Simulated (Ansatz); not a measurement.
Isolated molecules relaxed with PBE0-D4/def2-TZVP in Ansatz; ΔE leaves out vibrations. CCSD(T)/CBS adds triple-zeta CCSD(T) − MP2 to the extrapolated MP2 energy (def2 sets, frozen cores). Functionals use def2-TZVPP. One conformer a species, not always the lowest.

`BB(N)[SiH3]` + `C=CNC` → `C=CN(C)[SiH3]` + `BBN`  (cleavage of the Si–B bond)

Problem. Is it downhill or uphill in electronic energy at CCSD(T)/CBS, and by how much? (An estimate is asked.)

Solution. Computed: Downhill: ΔE = -15.6 kcal/mol.

Problem. What do these levels give: BHLYP-D4, PBE-QIDH, revPBE, BHLYP, CCSD/def2-SVP, MP2/CBS(def2)? (Best estimate.)

Solution. Ansatz gave: BHLYP-D4 -16.5, PBE-QIDH -14.6, revPBE -8.0, BHLYP -15.7, CCSD/def2-SVP -13.5, MP2/CBS(def2) -17.9 kcal/mol.

Problem. What do rigid-rotor, harmonic-oscillator terms from PBE0-D4/def2-TZVP frequencies (298.15 K, 1 bar) make of the CCSD(T)/CBS value? (An estimate is asked.)

Solution. Computed: ΔZPE = -0.7 kcal/mol, ΔH = -16.6 kcal/mol, ΔS = -17 J/(mol·K), ΔG = -15.4 kcal/mol. Modes under 50 cm⁻¹ make the entropy rough.

Largest T1 diagnostic among the species: 0.014.

From PBE to PBE0 (25 % exact exchange), in def2-TZVPP and without D4, ΔE moves by −2.1 kcal/mol. The D4 term adds −1.3 kcal/mol with B3LYP and −0.7 kcal/mol with PBE0; it sums over pairs of atoms, weighted by their polarisabilities, and B3LYP, whose exchange is more repulsive, gets the larger term.

B3LYP here is the variant with VWN-RPA as its local correlation; programs differ in this.
